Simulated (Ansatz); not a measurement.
Ansatz (a program for electronic structure) input:

Ansatz 0.2 input:
```yaml
crystal:
  periodic: [false, false, false]
  atoms:
    - {symbol: Ir, position_ang: [-0.00005197, 0.00280108, 0.01877456]}
    - {symbol: O, position_ang: [1.69477546, -0.01726923, -0.08509689]}
    - {symbol: O, position_ang: [-1.69427528, -0.00969118, -0.09560824]}
basis:
  gaussian:
    orbitals: def2-TZVPD
hamiltonian:
  xc: {name: BHLYP}
total_charge: 1
```

Predict the final energy.

-254.13840 Eh (BHLYP/def2-TZVPD). The basis has 123 functions.

This state (charge 1, singlet) is run at the relaxed geometry of the species with charge 0 and multiplicity 2.
